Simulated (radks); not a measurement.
Task: Kr IV, 33 electrons, occupied as [Ar] 3d10 4s2 4p3 (the NIST ground configuration). Method: scalar-relativistic Kohn-Sham, PBE, spin-polarised, spherical densities, point nucleus; open shells are filled with parallel spins first; computed with a radial shooting solver on a logarithmic mesh with Libxc functionals. Some entries of the table are withheld. Estimate them.

orbital  occ.  eigenvalue (eV)  <1/r> (bohr^-1)  r(max) (bohr)
1s up       1        -14199.95            36.76        0.02708
1s down     1        -14199.67            36.76        0.02708
2s up       1        -1905.179            8.165         0.1542
2s down     1        -1905.025            8.164         0.1542
2p up       3        -1689.298            7.985         0.1234
2p down     3        -1689.032            7.984         0.1234
3s up       1        -304.3484            2.701         0.4668
3s down     1        -303.9814            2.701         0.4669
3p up       3        -235.5772            2.548         0.4630
3p down     3        -235.1608            2.549         0.4631
3d up       5        -121.7605            2.274         0.4109
3d down     5        -121.2461            2.280         0.4109
4s up       1         -60.5139              (1)          1.305
4s down     1         -56.8834              (2)          1.291
4p up       3         -44.7183              (3)          1.452
4p down     0         -41.0762              (4)          1.444
4d up       0         -23.2542           0.5670          1.924
5s up       0         -20.7506           0.3960          3.147
4d down     0         -20.3844           0.5354          2.021

Result: 
(1) 4s up <1/r> (bohr^-1): 0.9087
(2) 4s down <1/r> (bohr^-1): 0.9150
(3) 4p up <1/r> (bohr^-1): 0.7939
(4) 4p down <1/r> (bohr^-1): 0.7901
